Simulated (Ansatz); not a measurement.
Reaction (ligand exchange at the Si–Cl bond): `N[SiH](F)Cl` + H–F → `N[SiH](F)F` + HCl

Program: Ansatz. Geometries: PBE0-D4/def2-TZVP. ΔE: electronic, gas phase. CBS: MP2 limit from def2 TZ/QZ plus the TZ coupled-cluster correction, frozen cores. This one scheme is used for every species. Each species was taken in one conformer, which may not be the lowest.

```
      species  CCSD(T)/CBS(def2) energy (Eh)
`N[SiH](F)Cl`                     -905.31614
          H–F                     -100.39570
 `N[SiH](F)F`                     -545.34917
          HCl                     -460.38127
```

Task: Work out ΔE.

Result: ΔE = (-545.34917) + (-460.38127) − (-905.31614) − (-100.39570) = -0.01860 Eh = -0.51 eV.

Task: What do rigid-rotor, harmonic-oscillator terms from PBE0-D4/def2-TZVP frequencies (298.15 K, 1 bar) make of the CCSD(T)/CBS value? (Best estimate.)

Result: Computed: ΔZPE = -0.04 eV, ΔH = -0.55 eV, ΔS = 3 J/(mol·K), ΔG = -0.56 eV.

Largest T1 diagnostic among the species: 0.011.

At CCSD(T), def2-SVP lies −0.04 eV from the extrapolated value and def2-TZVPP −0.05 eV. The D4 term adds +0.06 eV with B3LYP and +0.03 eV with PBE0; it sums over pairs of atoms, weighted by their polarisabilities, and B3LYP, whose exchange is more repulsive, gets the larger term.

B3LYP here is the variant with VWN-RPA as its local correlation; programs differ in this.
